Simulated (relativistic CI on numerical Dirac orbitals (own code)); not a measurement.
A reference radial Dirac CI calculation of Ga+ gave the lowest total energy -1940.95248 Ha in 61 SCF steps, from this input:

```
atom Ga  Z=31  charge=1  electrons=30
nucleus A=69  rms_radius_fm=3.9973
hamiltonian dirac-coulomb  breit=on  qed=on  c_scale=1
orbitals kli  potential=per-configuration
slater_scale 1
correlation none
mixing on
grid step=0.0125 r_max=100.6
scf mixing=0.4 start=green max_iterations=150 tolerance=2e-08 node_fill=0.05
configurations
  [Ar] 3d10 4s2
  [Ar] 3d10 4s 4p
  [Ar] 3d10 4p2
  [Ar] 3d10 4s 4d
  [Ar] 3d10 4s 5s
end
```

One setting was then changed, and the output read:

```
SCF 1: [Ar] 3d10 4s2
 iter      energy (Ha)   residual   last orbital (Ha)
    1     -1933.561526   1.91e+00     -1.32287
    2     -1941.992781   4.19e-01     -0.87923
    3     -1942.286430   7.79e-02     -0.74126
    4     -1942.328288   1.19e-01     -0.72392
    5     -1942.347112   2.94e-03     -0.69600
    6     -1942.346920   3.15e-03     -0.69697
error: SCF of 1s2 2s2 2p6 3s2 3p6 3d10 4s2 did not converge
end: not converged
```

**Question.** Which setting was changed?
A. grid step
B. node fill of the KLI weights
C. iteration limit
D. speed of light

**Answer.** C. The iteration limit 6. This setting is bad on purpose; its numbers may not be properties of the ion.
